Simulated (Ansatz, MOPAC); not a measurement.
Molecule: C$_{3}$H$_{3}$O, net charge -1, singlet state. SMILES: C#C[CH-]O

Atoms: C1, C2, C3, O4, H5, H6, H7. Bonds: C1-C2, C1-H5, C2-C3, C3-O4, C3-H6, O4-H7.

Bond lengths (Å) and angles (degrees) optimised at AM1 with MOPAC; PM6 with MOPAC; PM7 with MOPAC; HF/3-21G with Ansatz (a first-principles code); B3LYP/6-31G* with Ansatz; MP2/6-31G* with Ansatz, each started from the B3LYP-D3(BJ)/def2-TZVP structure (Ansatz) of the last column. A row stands for all coordinates that are equal there; 11 of 12 kinds are shown. 6-31G* holds six Cartesian d functions. No wavenumbers were computed at MP2/6-31G*, so these may be saddle points.

```json
[
 {"coordinate": "C1-C2", "AM1": "1.216", "PM6": "1.300", "PM7": "1.301", "HF/3-21G": "1.293", "B3LYP/6-31G*": "1.305", "MP2/6-31G*": "1.306", "B3LYP-D3(BJ)/def2-TZVP": "1.295"},
 {"coordinate": "C1-H5", "AM1": "1.049", "PM6": "1.003", "PM7": "0.998", "HF/3-21G": "1.100", "B3LYP/6-31G*": "1.114", "MP2/6-31G*": "1.107", "B3LYP-D3(BJ)/def2-TZVP": "1.102"},
 {"coordinate": "C2-C3", "AM1": "1.355", "PM6": "1.344", "PM7": "1.338", "HF/3-21G": "1.312", "B3LYP/6-31G*": "1.331", "MP2/6-31G*": "1.335", "B3LYP-D3(BJ)/def2-TZVP": "1.326"},
 {"coordinate": "C3-O4", "AM1": "1.383", "PM6": "1.422", "PM7": "1.403", "HF/3-21G": "1.461", "B3LYP/6-31G*": "1.449", "MP2/6-31G*": "1.449", "B3LYP-D3(BJ)/def2-TZVP": "1.444"},
 {"coordinate": "C3-H6", "AM1": "1.089", "PM6": "1.057", "PM7": "1.057", "HF/3-21G": "1.071", "B3LYP/6-31G*": "1.087", "MP2/6-31G*": "1.085", "B3LYP-D3(BJ)/def2-TZVP": "1.081"},
 {"coordinate": "O4-H7", "AM1": "0.972", "PM6": "0.974", "PM7": "0.974", "HF/3-21G": "0.967", "B3LYP/6-31G*": "0.970", "MP2/6-31G*": "0.973", "B3LYP-D3(BJ)/def2-TZVP": "0.964"},
 {"coordinate": "C1-C2-C3", "AM1": "177.7", "PM6": "176.8", "PM7": "177.8", "HF/3-21G": "174.0", "B3LYP/6-31G*": "172.5", "MP2/6-31G*": "170.6", "B3LYP-D3(BJ)/def2-TZVP": "172.5"},
 {"coordinate": "C2-C3-O4", "AM1": "121.7", "PM6": "120.0", "PM7": "120.9", "HF/3-21G": "124.3", "B3LYP/6-31G*": "123.7", "MP2/6-31G*": "122.9", "B3LYP-D3(BJ)/def2-TZVP": "123.0"},
 {"coordinate": "C2-C1-H5", "AM1": "178.5", "PM6": "177.4", "PM7": "178.6", "HF/3-21G": "115.2", "B3LYP/6-31G*": "113.9", "MP2/6-31G*": "114.9", "B3LYP-D3(BJ)/def2-TZVP": "115.2"},
 {"coordinate": "C2-C3-H6", "AM1": "123.7", "PM6": "128.0", "PM7": "128.4", "HF/3-21G": "126.4", "B3LYP/6-31G*": "127.0", "MP2/6-31G*": "127.1", "B3LYP-D3(BJ)/def2-TZVP": "126.6"},
 {"coordinate": "O4-C3-H6", "AM1": "114.6", "PM6": "111.5", "PM7": "110.5", "HF/3-21G": "109.3", "B3LYP/6-31G*": "109.3", "MP2/6-31G*": "109.9", "B3LYP-D3(BJ)/def2-TZVP": "110.3"}
]
```

Mean signed difference of all 6 bond lengths from B3LYP-D3(BJ)/def2-TZVP: AM1 -0.025 Å, PM6 -0.019 Å, PM7 -0.023 Å, HF/3-21G -0.001 Å, B3LYP/6-31G* 0.007 Å, MP2/6-31G* 0.007 Å.
